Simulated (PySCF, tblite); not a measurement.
Species: C₆H₉NSi.
Cartesian coordinates in Å at the GFN2-xTB level; atoms count from 1:
```
atom  x, y, z in Å
C1     2.419   -0.351   -0.364
Si2    1.101    0.049    0.937
C3    -0.392    0.864    0.064
C4    -1.628    1.008    0.899
C5    -2.377    0.215    0.140
C6    -1.274   -0.035   -0.866
C7    -0.874   -1.401   -1.020
N8    -0.569   -2.497   -1.142
H9     3.306   -0.763    0.106
H10    2.722    0.532   -0.921
H11    2.054   -1.086   -1.077
H12    0.645   -1.151    1.640
H13    1.593    1.040    1.904
H14   -0.088    1.789   -0.433
H15   -1.804    1.559    1.804
H16   -3.384   -0.156    0.176
H17   -1.457    0.396   -1.856
```

Theory: B3LYP/def2-SVPD in PySCF (dipole) on a GFN2-xTB geometry, gas phase.

Take the most abundant isotopes and a rigid rotor. The values belong to one conformer with, in the numbering `[CH3:1][SiH2:2][C@@H:3]1[CH:4]=[CH:5][C@@H:6]1[C:7]#[N:8]`, C1–Si2–C3–C4 169°.

Question: Give the principal moments of inertia and the rotational constants in GHz.

Answer: Ia = 225.29, Ib = 314.78, Ic = 473.00 u·Å²; 505379 MHz·u·Å²/I gives 2243, 1605 and 1068 MHz, that is A = 2.2432, B = 1.6055, C = 1.0685 GHz.

Question: Classify the top.

Answer: An asymmetric top. Ray's parameter κ = (2B − A − C)/(A − C) = -0.086; −1 is the prolate and +1 the oblate limit.

Question: What does the inertial defect say?

Answer: Not planar: Δ = Ic − Ia − Ib = -67.08 u·Å². For a rigid frame Δ = −2 Σ m c², so Σ m c² = 33.54 u·Å² lies off the ab plane: 12.08 from hydrogen and 21.46 from heavier atoms. The atom farthest from that plane is 1.77 Å away.

Question: Give the other two planar moments, Paa and Pbb, and the rms extents of the mass along the axes.

Answer: Paa = Σ m a² = (Ib + Ic − Ia)/2 = 281.24 and Pbb = Σ m b² = (Ia + Ic − Ib)/2 = 191.75 u·Å². With the mass M = 123.05 u, the rms extents √(P/M) along a, b and c are 1.51, 1.25, 0.52 Å.

Question: Where do the levels up to J = 4 lie, in cm⁻¹?

Answer: Above 0(0,0):
J = 1: 1(0,1) 0.0892, 1(1,1) 0.1105, 1(1,0) 0.1284
J = 2: 2(0,2) 0.2601, 2(1,2) 0.2709, 2(1,1) 0.3247, 2(2,1) 0.3885, 2(2,0) 0.3960
J = 3: 3(0,3) 0.5036, 3(1,3) 0.5076, 3(1,2) 0.6129, 3(2,2) 0.6561, 3(2,1) 0.6876, 3(3,1) 0.8112, 3(3,0) 0.8134
J = 4: 4(0,4) 0.8168, 4(1,4) 0.8180, 4(1,3) 0.9837, 4(2,3) 1.0068, 4(2,2) 1.0814, 4(3,2) 1.1786, 4(3,1) 1.1920, 4(4,1) 1.3817, 4(4,0) 1.3822
The levels of one J sum to (2J + 1)J(J + 1)(A + B + C)/3.

Question: Predict some low-J microwave lines.

Answer: The dipole components are |μa| = 0.58 D, |μb| = 3.24 D, |μc| = 1.81 D. The squared components, which scale the intensities, stand as 0.03 : 1.00 : 0.31 (a : b : c). Some lines, for components of 0.1 D or more:

```tsv
type	branch	J(Ka,Kc)	MHz	lower level (cm⁻¹)
c	Q	2(1,2) ← 2(0,2)	325	0.260
c	Q	1(1,1) ← 1(0,1)	638	0.089
b	Q	1(1,0) ← 1(0,1)	1175	0.089
a	Q	2(1,1) ← 2(1,2)	1611	0.271
c	Q	2(2,1) ← 2(1,1)	1913	0.325
a	R	1(0,1) ← 0(0,0)	2674	0.000
b	R	1(1,1) ← 0(0,0)	3312	0.000
b	Q	2(2,1) ← 2(1,2)	3524	0.271
c	R	1(1,0) ← 0(0,0)	3849	0.000
b	R	2(0,2) ← 1(1,1)	4485	0.110
a	R	2(1,2) ← 1(1,1)	4811	0.110
a	R	2(0,2) ← 1(0,1)	5123	0.089
b	R	2(1,2) ← 1(0,1)	5449	0.089
b	R	2(2,1) ← 1(1,0)	7798	0.128
c	R	2(2,0) ← 1(1,0)	8023	0.128
c	R	2(2,1) ← 1(1,1)	8335	0.110
b	R	2(2,0) ← 1(1,1)	8560	0.110
```

Its GFN2-xTB frequencies are all real (lowest 63 cm⁻¹). Constants of a rigid frame at the computed geometry: no zero-point averaging, no centrifugal distortion. A rigid rotor knows nothing of internal rotation, which can split or shift real lines. Quadrupole hyperfine structure (14N) is left out.

Hardware: AMD EPYC 9B45, one thread, shared host. Cost: 30 s of wall time (grids of density and orbitals included), 0.97 GiB resident at most. This is the B3LYP/def2-SVPD job that gave the dipole, with the excitations it also computed.
